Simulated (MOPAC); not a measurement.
MOPAC input (PM6):

```
PM6 1SCF UHF MS=0.5 GEO-OK AUX(PRECISION=9) THREADS=1
HBr2Ge

Br    1.91160700 1   -0.36971600 1   -0.19770000 1
Ge   -0.01013600 1    0.77366600 1    0.47877600 1
Br   -1.90195200 1   -0.39861100 1   -0.23174500 1
H    -0.01357900 1    2.13414500 1   -0.29023200 1
```

From the output:

```
                                                       MOPAC v23.2.5 Linux

          FINAL HEAT OF FORMATION =          5.07328 KCAL/MOL =      21.22662 KJ/MOL

          COSMO AREA              =        126.20 SQUARE ANGSTROMS
          COSMO VOLUME            =        118.07 CUBIC ANGSTROMS

          IONIZATION POTENTIAL    =          8.814975 EV
          ALPHA SOMO LUMO (EV)    =         -8.815 -1.688
          BETA  SOMO LUMO (EV)    =        -10.811 -2.979
          NO. OF ALPHA ELECTRONS  =         10
          NO. OF BETA  ELECTRONS  =          9
          MOLECULAR WEIGHT        =        233.4059         POINT GROUP:  Cs

          MOLECULAR DIMENSIONS (Angstroms)

            Atom       Atom       Distance
           Br     3   Br     1     3.81382
            H     4   Br     1     2.51951
           Ge     2    H     4     0.72792

          SCF CALCULATIONS        =          1

   ATOM   CHEMICAL          X               Y               Z
  NUMBER   SYMBOL      (ANGSTROMS)     (ANGSTROMS)     (ANGSTROMS)

     1      Br          1.91160700  *  -0.36971600  *  -0.19770000  *
     2      Ge         -0.01013600  *   0.77366600  *   0.47877600  *
     3      Br         -1.90195200  *  -0.39861100  *  -0.23174500  *
     4       H         -0.01357900  *   2.13414500  *  -0.29023200  *

                             CARTESIAN COORDINATES

   1   Br        1.911607000    -0.369716000    -0.197700000
   2   Ge       -0.010136000     0.773666000     0.478776000
   3   Br       -1.901952000    -0.398611000    -0.231745000
   4    H       -0.013579000     2.134145000    -0.290232000

           Empirical Formula: H Br2 Ge  =     4 atoms

      MOLECULAR POINT GROUP   :   Cs

          ALPHA EIGENVALUES
 -27.61217 -27.44900 -19.14971 -13.48190 -13.10157 -12.08695 -11.32749 -10.91558
 -10.90797  -8.81497  -1.68793  -1.60550   1.53489 112.23774 112.56774 112.72809
 113.61785 113.62332 113.91120 113.94462 114.71162 114.91000 115.19751

           BETA EIGENVALUES
 -27.14378 -26.98723 -18.80854 -13.12825 -12.79850 -11.69735 -10.99034 -10.88941
 -10.81102  -2.97931  -1.40129  -1.33485   1.82092 112.36610 112.74910 112.96539
 113.89219 113.89826 114.20091 114.23940 114.86619 115.08212 115.32031

              NET ATOMIC CHARGES AND DIPOLE CONTRIBUTIONS

  ATOM NO.   TYPE          CHARGE      No. of ELECS.   s-Pop       p-Pop       d-Pop
    1         Br          -0.209151        7.2092     1.98175     5.22330     0.00410
    2         Ge           0.326568        3.6734     1.37201     2.30143
    3         Br          -0.209151        7.2092     1.98175     5.22330     0.00410
    4          H           0.091735        0.9083     0.90827
 DIPOLE           X         Y         Z       TOTAL
 POINT-CHG.    -0.032     2.926     1.055     3.110
 HYBRID         0.015    -0.743    -1.043     1.280
 SUM           -0.017     2.183     0.012     2.183

          ATOMIC ORBITAL ELECTRON POPULATIONS

     Atom    s        px        py        pz      x^2-y^2     xz        z^2       yz        xy
    1 Br   1.98175   1.52404   1.83676   1.86251   0.00090   0.00076   0.00057   0.00028   0.00159
    2 Ge   1.37201   0.63908   0.82571   0.83663
    3 Br   1.98175   1.53789   1.82916   1.85625   0.00086   0.00078   0.00055   0.00031   0.00160
    4  H   0.90827

                    (SZ)    =    0.500000
                    (S**2)  =    0.755005

          ATOMIC ORBITAL SPIN POPULATIONS

    Atom   Total    s     px     py     pz   x^2-y^2  xz     z^2    yz     xy
         Atomic
    1 Br  0.0982  0.000  0.007 -0.002  0.093  0.000  0.000  0.000  0.000 -0.000
    2 Ge  0.7469  0.164 -0.010 -0.007  0.600
    3 Br  0.0982  0.000  0.005 -0.002  0.095  0.000  0.000  0.000  0.000 -0.000
    4  H  0.0568  0.057

 **********************
 *                    *
 * JOB ENDED NORMALLY *
 *                    *
 **********************

 == MOPAC DONE ==
```

The geometry given is a B3LYP-D3(BJ)/def2-TZVP minimum.
